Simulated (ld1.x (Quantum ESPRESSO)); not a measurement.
## An odd input for ld1.x (Quantum ESPRESSO) 7.5 (B)

Command:

```bash
ld1.x < B.in > B.out
```

Input:

```
&input
   title='B', zed=5., rel=1, dft='PBE', iswitch=3,
   config='[He] 2s2 2p1 3d-2',
   nld=3, rlderiv=4.55, eminld=-3.0, emaxld=5.0, deld=0.02
 /
 &inputp
   pseudotype=3, lpaw=.true., tm=.true., lloc=2,
   nlcc=.true., new_core_ps=.true.,
   which_augfun='BG', rmatch_augfun=0.80,
   file_pseudopw='B.UPF', file_wfcaegen='ae.wfc', file_wfcncgen='nc.wfc', file_beta='beta', file_chi='chi', file_wfcusgen='us.wfc'
 /
6
2S  1  0   2.00   0.00  1.10  1.35  0.0
2S  1  0   0.00   0.55  1.10  1.35  0.0
2P  2  1   1.00   0.00  3.60  3.95  0.0
2P  2  1   0.00   1.75  3.60  3.95  0.0
3D  3  2  -2.00   0.35  4.20  4.20  0.0
 &test
   configts(1)='2s2 2p1'
 /
```

This is an input that runs to its end, with one change: count of waves off by +1.

Q: How does the run end?

A: The program refuses the input: "read_psconfig: reading pseudo wavefunctions configuration".

```
Program LD1 v.7.5

 %%%%%%%%%%%%%%%%%%%%%%%%%%%%%%%%%%%%%%%%%%%%%%%%%%%%%%%%%%%%%%%%%%%%%%%%%%%%%%
     Error in routine read_psconfig (5010):
     reading pseudo wavefunctions configuration
 %%%%%%%%%%%%%%%%%%%%%%%%%%%%%%%%%%%%%%%%%%%%%%%%%%%%%%%%%%%%%%%%%%%%%%%%%%%%%%

     stopping ...
```
